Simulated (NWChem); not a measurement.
Program: NWChem. System: HOSi, charge 1, spin multiplicity 1, at the geometry of a parent with another charge or spin, in a state set for the comparison that need not be this species' ground state. Level: CCSD(T)/def2-TZVP, 6 core orbitals frozen.

Part of the output:

```
             Northwest Computational Chemistry Package (NWChem) 7.3.0
             --------------------------------------------------------

                                NWChem Input Module
                                -------------------

 Scaling coordinates for geometry "geometry" by  1.889725989
 (inverse scale =  0.529177249)

 Turning off AUTOSYM since
 SYMMETRY directive was detected!

                             Geometry "geometry" -> ""
                             -------------------------

 Output coordinates in angstroms (scale by  1.889725989 to convert to a.u.)

  No.       Tag          Charge          X              Y              Z
 ---- ---------------- ---------- -------------- -------------- --------------
    1 O                    8.0000     0.48009400     0.92070600     0.00000000
    2 Si                  14.0000    -0.30788600    -0.40273400     0.00000000
    3 H                    1.0000     0.46965500    -1.72737200     0.00000000

 Effective nuclear repulsion energy (a.u.)      44.9010356348

            Nuclear Dipole moment (a.u.)
            ----------------------------
        X                 Y               Z
 ---------------- ---------------- ----------------
     0.0000056692    -0.0000000000     0.0000000000

      Symmetry information
      --------------------

 Group name             Cs
 Group number              2
 Group order               2
 No. of unique centers     3

      Symmetry unique atoms

     1    2    3


 Summary of "ao basis" -> "" (spherical)
 ------------------------------------------------------------------------------
       Tag                 Description            Shells   Functions and Types
 ---------------- ------------------------------  ------  ---------------------
 *                         def2-tzvp                  on all atoms

 Summary of "ao basis" -> "ao basis" (spherical)
 ------------------------------------------------------------------------------
       Tag                 Description            Shells   Functions and Types
 ---------------- ------------------------------  ------  ---------------------
 O                         def2-tzvp                11       31   5s3p2d1f
 Si                        def2-tzvp                13       37   5s5p2d1f
 H                         def2-tzvp                 4        6   3s1p

                                 NWChem SCF Module
                                 -----------------
[...]
     L(0) DIIS level shift : 0.00D+00
     T(1) DIIS level shift : 0.00D+00
     L(1) DIIS level shift : 0.00D+00
     T(R) DIIS level shift : 0.00D+00
     T(I) DIIS level shift : 0.00D+00
   CC-T/L Amplitude update :  5-th order DIIS
                I/O scheme : Global Array Library
        L-threshold :  0.10D-05
        EOM-threshold :  0.10D-05
 no EOMCCSD initial starts read in
 TCE RESTART OPTIONS
 SLICE:      F
 D4D5:       F
 quantumc:   F
 qrotation:  F
 pwtce:      F
 qducc:      F
 nacto:                         0
 nrotv:                         0
 nrot:                          0

            Memory Information
            ------------------
          Available GA space size is     249031324 doubles
          Available MA space size is     104850612 doubles

 Maximum block size supplied by input
 Maximum block size        24 doubles

 tile_dim =     21

 -------------------------------------------------
   1    alpha     a'     4 doubles       0       1
   2    alpha     a"     1 doubles       4       2
   3    beta      a'     4 doubles       5       1
   4    beta      a"     1 doubles       9       2
   5    alpha     a'    21 doubles      10       5
   6    alpha     a'    21 doubles      31       6
   7    alpha     a"    21 doubles      52       7
   8    beta      a'    21 doubles      73       5
   9    beta      a'    21 doubles      94       6
  10    beta      a"    21 doubles     115       7

 Global array virtual files algorithm will be used

 Parallel file system coherency ......... OK

 4-electron integrals stored in orbital form

 v2    file size   =          3047347
 4-index algorithm nr.  13 is used
 imaxsize =       30
 imaxsize ichop =        0


CCSD iterations
 ---------------------------------------------------------
 Iter          Residuum       Correlation     Cpu    Wall
 ---------------------------------------------------------
    1   0.1926965638931  -0.3526320101932     0.2     0.2
    2   0.0574210272351  -0.3358318379663     0.2     0.2
    3   0.0237375092225  -0.3521863961532     0.2     0.2
    4   0.0166631663702  -0.3491889042691     0.2     0.2
    5   0.0090049582283  -0.3527491659248     0.2     0.2
    6   0.0037932277688  -0.3526508451936     0.3     0.3
    7   0.0026678560187  -0.3525293844912     0.2     0.2
    8   0.0017261856170  -0.3526210609188     0.2     0.2
    9   0.0015659098789  -0.3525870191803     0.2     0.2
   10   0.0011105548322  -0.3526641068089     0.2     0.2
   11   0.0004454931454  -0.3527640558513     0.2     0.2
   12   0.0002339270357  -0.3527187041775     0.2     0.2
   13   0.0001890781530  -0.3527209424661     0.2     0.2
   14   0.0001221143742  -0.3527107129892     0.2     0.2
   15   0.0001026882680  -0.3527112333051     0.2     0.2
   16   0.0000442453228  -0.3527040450564     0.2     0.2
   17   0.0000381817012  -0.3527045627710     0.2     0.2
   18   0.0000237139529  -0.3527066461193     0.2     0.2
   19   0.0000224055111  -0.3527058902958     0.2     0.2
   20   0.0000154441650  -0.3527073345315     0.2     0.2
   21   0.0000055808868  -0.3527081943422     0.2     0.2
   22   0.0000031337798  -0.3527080168707     0.2     0.2
   23   0.0000021949700  -0.3527078766710     0.2     0.2
   24   0.0000015422438  -0.3527078193178     0.2     0.2
   25   0.0000011807363  -0.3527077725575     0.2     0.2
   26   0.0000005391155  -0.3527076977579     0.2     0.2
 -----------------------------------------------------------------
 Iterations converged
 CCSD correlation energy / hartree =        -0.352707697757944
 CCSD total energy / hartree       =      -364.358118732539651

 Singles contributions

 Doubles contributions
    12a'  (alpha)    12a'  (beta ) ---    11a'  (alpha)    11a'  (beta )       -0.1440395625
 CCSD(T)
 Using plain CCSD(T) code
             total no. of tasks           74
 total no. of tasks / no. procs           74
                         wl_min         9261           4.6
                         wl_max       592704           9.2
        thresh for no. of tasks           74

 CCSD[T]  correction energy / hartree =        -0.025776235566267
 CCSD[T] correlation energy / hartree =        -0.378483933324211
 CCSD[T] total energy / hartree       =      -364.383894968105892
 CCSD(T)  correction energy / hartree =        -0.021884699603713
 CCSD(T) correlation energy / hartree =        -0.374592397361657
 CCSD(T) total energy / hartree       =      -364.380003432143383

 Task  times  cpu:       19.3s     wall:       19.3s

 Total times  cpu:       19.3s     wall:       19.3s
```

Q: Write an NWChem input that would produce this output.

A: This is not unique; one that fits is 
```
start mol
memory heap 100 mb stack 700 mb global 1900 mb
charge 1
geometry units angstroms nocenter noautoz
  O      0.480094     0.920706     0.000000
  Si    -0.307886    -0.402734     0.000000
  H      0.469655    -1.727372     0.000000
  symmetry group Cs
end
basis spherical
  * library def2-tzvp
end
scf
  rhf
  nopen 0
  maxiter 100
  thresh 1e-7
  semidirect memsize 60000000 filesize 0
end
tce
  freeze core 6
  ccsd(t)
  2eorb
  2emet 13
  thresh 1e-6
  maxiter 100
  tilesize 24
end
task tce energy
```
